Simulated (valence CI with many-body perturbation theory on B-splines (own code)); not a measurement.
Results of a calculation; reference values are marked as such.
## Level structure of Lu XXXIX

Method: configuration interaction combined with many-body perturbation theory (CI+MBPT): five valence electrons over a frozen Dirac-Fock core [Ar] 3d10, a basis of 9 s, 9 p, 8 d, 6 f, 3 g, 1 h functions for each j, with the one-electron correlation potential Σ1 (screened to all orders), the two-electron term Σ2, the three-electron term Σ3, Breit, model QED; selected single and double excitations, second order for the rest (own B-spline code, finite nucleus).

No measured spectrum was set against this ion. As an estimate, large intervals hold to a few tenths of a per cent, small ones and those within an open d or f shell to about a per cent. Among the levels kept, up to 300 cm⁻¹ of a level comes from second order outside the variational space, and about a tenth of that is noise between levels of different J, which matters for small intervals.

Levels 46 to 53 of 53, with energies above the lowest level, (4s^2 4p1/2^2 4p3/2) J=3/2. "Leading %" is the weight of the configuration and term that name the level; weights of strongly mixed levels are sums over their largest components and can fall short. In the jj column 3d3/2^4 stands for four electrons in 3d with j = 3/2.

| No. | Configuration | Term | J | E (cm⁻¹) | Leading % | Leading jj | Second component |
| --- | --- | --- | --- | --- | --- | --- | --- |
| 46 | 4s4p³4d | ⁴D° | 1/2 | 2593700 | 51 | 4s 4p1/2^2 4p3/2 4d3/2 (91 %) | 22 % 4s4p³4d ²P° |
| 47 | 4s4p³4d | ⁴D° | 5/2 | 2619600 | 32 | 4s 4p1/2^2 4p3/2 4d5/2 (92 %) | 19 % 4s4p³4d ⁴P° |
| 48 | 4s4p³4d | ⁴D° | 7/2 | 2629300 | 14 | 4s 4p1/2^2 4p3/2 4d5/2 (48 %) | 13 % 4s²4p²4f ²F° |
| 49 | 4p⁵ | ²P° | 3/2 | 2631900 | 26 | 4s 4p1/2^2 4p3/2 4d5/2 (61 %) | 12 % 4s4p³4d ⁴D° |
| 50 | 4s²4p²4d | ²D | 3/2 | 2653500 | 43 | 4s^2 4p3/2^2 4d5/2 (90 %) | 39 % 4s²4p²4d ²P |
| 51 | 4s²4p²4f | ⁴G° | 5/2 | 2679100 | 17 | 4s^2 4p1/2^2 4f5/2 (53 %) | 15 % 4s²4p²4f ²F° |
| 52 | 4s²4p²4d | ²D | 5/2 | 2685000 | 52 | 4s^2 4p3/2^2 4d5/2 (89 %) | 20 % 4s²4p²4d ²F |
| 53 | 4s4p³4d | ²F° | 7/2 | 2689400 | 36 | 4s 4p1/2^2 4p3/2 4d5/2 (76 %) | 21 % 4s4p³4d ²G° |
